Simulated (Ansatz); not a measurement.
Total energies of Si₁₁H₁₈, a cluster cut from hexagonal silicon from Ansatz at PBE0-D4/def2-TZVP, gas phase (1 Eh = 27.2114 eV = 2625.5 kJ/mol). The reference geometry is relaxed at PBE-D4/def2-SVP.

```xyz
29

Si   -1.5029    1.5482    1.8918
Si   -2.2725   -0.1010    0.3974
Si   -0.2900    2.3395   -1.9113
Si   -1.5251    0.3398   -1.8062
Si   -1.4652   -2.1781    1.1586
Si   -0.2534   -1.4479   -2.6557
Si    0.8449    1.6614    1.7601
Si    1.5117    2.3653   -0.3963
Si    1.7952   -0.4296    2.2763
Si    0.8839   -2.1873    1.0027
Si    1.5555   -2.0083   -1.2572
H    -2.0974    2.8910    1.5450
H    -1.9218    1.1906    3.2966
H    -3.7829   -0.1159    0.3953
H    -1.2062    3.4908   -1.5772
H     0.2236    2.5361   -3.3168
H    -2.7448    0.5008   -2.6845
H    -1.8857   -2.3877    2.5924
H    -2.0348   -3.3006    0.3263
H    -1.1460   -2.6577   -2.7835
H     0.2572   -1.0893   -4.0299
H     1.3543    2.6651    2.7684
H     2.0538    3.7707   -0.3097
H     2.6159    1.4780   -0.9123
H     1.5671   -0.7199    3.7401
H     3.2835   -0.3669    2.0344
H     1.4165   -3.4882    1.5572
H     2.6386   -0.9688   -1.3949
H     2.1271   -3.3302   -1.7071
```

```
                 state                    geometry  energy (Eh)
      charge 0 singlet                   reference  -3194.13067
      charge 1 doublet                   reference  -3193.80942
      charge 1 doublet  relaxed at PBE-D4/def2-SVP  -3193.81959
     charge -1 doublet                   reference  -3194.15112
free Si atom (triplet)                           –   -289.24943
 free H atom (doublet)                           –     -0.50104
```

Single mean-field runs in def2-TZVP are fitted with def2-universal-jkfit.

(1) Work out the vertical ionisation energy to the doublet.

(2) Work out the vertical electron affinity, to the doublet.

(3) Give the fundamental gap IE − EA, the Mulliken electronegativity (IE + EA)/2 and the hardness (IE − EA)/2.

(4) How much does the charge 1 doublet relax, and what is the adiabatic ionisation energy?

(5) What is the binding energy per atom against free atoms?

(1) E(charge 1 doublet) − E(charge 0 singlet) = -3193.80942 − (-3194.13067) = 0.32125 Eh = 8.74 eV. For comparison, −ε of the highest occupied level is 7.45 eV at this level, 1.29 eV less.

(2) E(charge 0 singlet) − E(charge -1 doublet) = -3194.13067 − (-3194.15112) = 0.02045 Eh = 0.56 eV. The basis lacks diffuse functions, which makes affinities too small.

(3) From the values in Eh: IE − EA = 0.32125 − 0.02045 = 0.30080 Eh = 8.19 eV; (IE + EA)/2 = 4.65 eV; (IE − EA)/2 = 4.09 eV. The HOMO–LUMO gap of the same run is 5.90 eV, 2.29 eV smaller than the fundamental gap.

(4) Relaxation: -3193.80942 − (-3193.81959) = 0.01017 Eh = 0.28 eV. Adiabatic ionisation energy: 0.31108 Eh = 8.46 eV, without zero-point energy. 

(5) Atoms: 11 × (-289.24943) + 18 × (-0.50104) = -3190.76245 Eh. Binding: -3190.76245 − (-3194.13067) = 3.36822 Eh = 91.65 eV, or 3.16 eV for each of 29 atoms (no zero-point energy, no counterpoise term).

At PBE0-D4/def2-TZVP the highest occupied level of the charge -1 doublet lies above zero (up to 0.63 eV). By energy differences its removal costs 0.56 eV (vertical, to the charge 0 singlet, at PBE0-D4/def2-TZVP); self-interaction error and the lack of diffuse functions both raise the level.
